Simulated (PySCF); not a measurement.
Excited states between 380 and 750 nm. Vertical TDDFT excitations of isolated species (PySCF; the level stands beside each; core orbitals frozen in the response), one conformer each, no solvent.

1. `N#C/C=N/[SiH2]C=O`
2. `O=S1(=O)C=CCCC1`
3. `[BH3-][PH3+]`
4. `Fc1ccc(F)c(F)c1F`
5. `Fc1cc(F)c(F)c(F)c1`
6. `FC1=CC(F)=C(F)C=C1F`

Problem. For which of them does the calculation put a singlet between 380 and 750 nm?

Solution. 1.

1. (B3LYP/def2-SVPD on a GFN2-xTB geometry) 398 nm (f 0.019); 354 nm (f 0.001); 335 nm (f 0.082); 246 nm (f 0.015); 219 nm (f 0.001). S1 lies in the visible range (380 to 750 nm), at 398 nm, f = 0.019; light of that wavelength is violet, and its complementary colour is yellow-green; a Tamm–Dancoff triplet lies at 501 nm, without intensity as long as spin–orbit coupling is left out.
2. (CAM-B3LYP/def2-SVPD on a GFN2-xTB geometry) 194 nm (f 0.001); 181 nm (f 0.227); 166 nm (f 0.018); 164 nm (f 0.015); 156 nm (f 0.013).
3. (CAM-B3LYP/def2-SVPD on a PBE0-D3(BJ)/def2-SVP geometry) 158 nm (f 0.015 summed over 2 states); 154 nm (f 0.006); 153 nm (f 0.000); 153 nm (f 0.001 summed over 2 states).
4. (CAM-B3LYP/def2-SVPD on a PBE0-D3(BJ)/def2-SVP geometry) 230 nm (f 0.011); 200 nm (f 0.000); 195 nm (f 0.000); 189 nm (f 0.004); 174 nm (f 0.590).
5. (CAM-B3LYP/def2-SVPD on a PBE0-D3(BJ)/def2-SVP geometry) 230 nm (f 0.013); 200 nm (f 0.000); 192 nm (f 0.002); 179 nm (f 0.000); 175 nm (f 0.567).
6. (CAM-B3LYP/def2-SVPD on a PBE0-D3(BJ)/def2-SVP geometry) 237 nm (f 0.041); 200 nm (f 0.000); 189 nm (f 0.000); 174 nm (f 0.581); 171 nm (f 0.012).
